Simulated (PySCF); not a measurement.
## Tb³⁺: interval between two levels

Tb³⁺ [Xe] 4f8 [7F6, M_J = 6] → Tb³⁺ [Xe] 4f7 6s1 [9S4, M_J = 4], as a difference of total energies. Calculation: PySCF 2.14, in x2c-SVPall-2c with one added diffuse shell each of s, p, d, f type (8s11p10d4f1g, 128 functions); the two-component X2C-1e Hamiltonian. Correlated levels: [Ar] 3d10 frozen; the 16 highest virtual spinors dropped. "Screened" scales the spin-orbit matrix elements by Boettger's factors to mimic the two-electron term; Breit and QED terms are absent.

| method | interval between two levels (cm⁻¹) |
| --- | --- |
| GHF (screened spin-orbit) | 70236 |
| GMP2 (screened spin-orbit) | 82208 |

The labels give the starting determinants; with spin-orbit coupling the two ends relaxed to ⟨J²⟩ = 42.02, ⟨L²⟩ = 12.34, ⟨S²⟩ = 11.88 and ⟨J²⟩ = 20.00, ⟨L²⟩ = 0.12, ⟨S²⟩ = 19.88.
